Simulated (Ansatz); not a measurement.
Geometry optimisation, Ansatz 0.2.0, RKS PBE0/def2-mTZVP.

Input file:

```yaml
crystal:
  periodic: [false, false, false]
  atoms:
    - { symbol: W, position_ang: [0.0, 0.0, 0.0] }
    - { symbol: F, position_ang: [0.0, 0.0, 2.2] }
    - { symbol: H, position_ang: [1.72, 0.0, 0.0] }
    - { symbol: H, position_ang: [0.0, 1.72, 0.0] }
    - { symbol: H, position_ang: [-1.72, 0.0, 0.0] }
    - { symbol: H, position_ang: [0.0, -1.72, 0.0] }
    - { symbol: H, position_ang: [0.0, 0.0, -1.72] }
    - { symbol: Br, position_ang: [1.8861, 1.9648, 0.905] }
    - { symbol: H, position_ang: [0.861, 0.8969, 2.1051] }
basis:
  gaussian: { orbitals: def2-mTZVP }
hamiltonian:
  xc: pbe0
relax:
  f_tol: 0.15
  max_steps: 25
  restrain:
    - { distance: [0, 7], at: 3.77, k: 30.0 }
    - { distance: [8, 1], at: 2.12, k: 30.0 }
    - { distance: [0, 1], at: 1.85, k: 30.0 }
    - { distance: [8, 7], at: 1.55, k: 30.0 }
output:
  orbitals: {}
```

Command:

```bash
$ ansatz run input.yaml --threads 4 --pin off --max-ram 5120MiB --backend cpu --events-out ev --progress --plain --runs-dir out
```

Q: Where does it end, and by what steps?

A: The run converged. The restraints hold the end off the free minimum; the threshold counts their pulls, which the force column leaves out. Restrained pairs: W1–Br8 (2.87 → 3.79 Å), F2–H9 (1.25 → 2.12 Å), W1–F2 (2.20 → 1.87 Å), Br8–H9 (1.91 → 1.50 Å). After 10 steps the energy has fallen by 5.379 eV (the restraints' own energy left out); H9 moved furthest, 0.86 Å.

```tsv
step	energy less start (eV)	largest force component (eV/Å)	accepted
0	0.0000	4.511	yes
1	0.3079	7.149	yes
2	-0.8381	4.881	yes
3	-2.6642	2.468	yes
4	-4.2088	1.836	yes
5	-5.1032	1.955	yes
6	-5.3027	1.459	yes
7	-5.3325	1.439	yes
8	-5.3626	1.325	yes
9	-5.3803	1.149	yes
10	-5.3788	1.213	yes
```

```xyz
9
Properties=species:S:1:pos:R:3
W -0.422 -0.428 0.315
F -0.011 -0.034 2.100
H 1.136 -0.060 -0.080
H -0.048 1.125 -0.087
H -1.715 0.349 -0.476
H 0.325 -1.730 -0.492
H -0.083 -0.089 -1.310
Br 2.121 2.239 1.204
H 1.445 1.490 2.316
```

The run took 24 s on 4 threads of Arm Neoverse V2, with other jobs on the host, peak memory 0.27 GiB.
